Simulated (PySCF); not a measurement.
Choosing a molecule for a target property.

All species are isolated and taken at one optimised geometry, non-relativistic unless stated. Electronic properties by PySCF.

The conformers computed, where there is a choice (atom-mapped SMILES and torsion angles):
- `[CH2:1]=[CH:2][C@H:3]([CH3:4])[SiH2:5][NH:6][CH2:7][CH3:8]`: C1–C2–C3–C4 -142°, C2–C3–Si5–N6 54°, C3–Si5–N6–C7 177°, Si5–N6–C7–C8 -151°
- `[CH2:1]=[C:2]([Cl:3])[Si@@H:4]1[CH2:5][C@@H:6]1[N:7]([CH3:8])[CH3:9]`: C1–C2–Si4–C5 -158°, C5–C6–N7–C8 76°
- `[CH3:1][CH2:2][C@@H:3]([CH3:4])[PH+:5]([CH3:6])[CH3:7]`: C1–C2–C3–C4 -65°, C2–C3–P5–C6 171°
- `[H]/[N:8]=[CH:7]\[C:4]([SiH2:3][CH2:2][CH3:1])([CH3:5])[CH3:6]`: C1–C2–Si3–C4 178°, C2–Si3–C4–C5 62°, Si3–C4–C7–N8 101°
- `[CH3:1][C:2]([CH3:3])([CH2:4][F:5])[CH2:6][SiH2:7][PH2:8]`: C1–C2–C4–F5 -174°, C1–C2–C6–Si7 75°, C2–C6–Si7–P8 -46°, H–P8–Si7–C6 -71°, H–P8–Si7–C6 -164°
- `[CH3:1][O:2][CH:3]([O:4][CH3:5])[O:6][C:7]([F:8])([F:9])[F:10]`: C1–O2–C3–O4 -168°, O2–C3–O4–C5 -50°, O2–C3–O6–C7 -156°, C3–O6–C7–F8 -62°
- `[CH3:1][CH2:2][Si:3]([C:4]#[N:5])([CH2:6][CH3:7])[CH2:8][Cl:9]`: C1–C2–Si3–C4 62°, C2–Si3–C6–C7 -59°, C2–Si3–C8–Cl9 -61°

Problem. Wanted: smallest rotational constant above 1 GHz (GFN2-xTB) and HOMO energy below -6.3 eV (PBE0/pcSseg-1), at GFN2-xTB geometries. Which candidate meets both?
A. `C=C(Cl)[Si@@H]1C[C@@H]1N(C)C`
B. `CC[C@@H](C)[PH+](C)C`
C. `[H]/N=C\C([SiH2]CC)(C)C`
D. `C=C[C@H](C)[SiH2]NCC`

Solution. B. Computed values:
| species | smallest rotational constant | HOMO energy |
| --- | --- | --- |
| C=C(Cl)[Si@@H]1C[C@@H]1N(C)C | 0.724 GHz | -5.92 eV |
| C=C[C@H](C)[SiH2]NCC | 0.776 GHz | -6.62 eV |
| [H]/N=C\C([SiH2]CC)(C)C | 0.909 GHz | -7.12 eV |
| CC[C@@H](C)[PH+](C)C | 1.182 GHz | -13.54 eV |

Problem. Wanted: dipole moment between 1 D and 2 D (PBE0/pcSseg-1) and HOMO–LUMO gap above 6 eV (PBE0/pcSseg-1), at GFN2-xTB geometries. Which candidate meets both?
A. `ClC(=C)[Si@H]1[C@H](C1)N(C)C`
B. `C=C[C@H](C)[SiH2]NCC`
C. `COC(OC)OC(F)(F)F`
D. `[Si](C#N)(CCl)(CC)CC`
E. `CC(C)(CF)C[SiH2]P`

Solution. E. Computed values:
```csv
species,dipole moment,HOMO–LUMO gap
C=C[C@H](C)[SiH2]NCC,0.85 D,6.79 eV
ClC(=C)[Si@H]1[C@H](C1)N(C)C,1.42 D,5.16 eV
CC(C)(CF)C[SiH2]P,1.75 D,8.03 eV
[Si](C#N)(CCl)(CC)CC,2.43 D,7.81 eV
COC(OC)OC(F)(F)F,2.79 D,10.10 eV
```
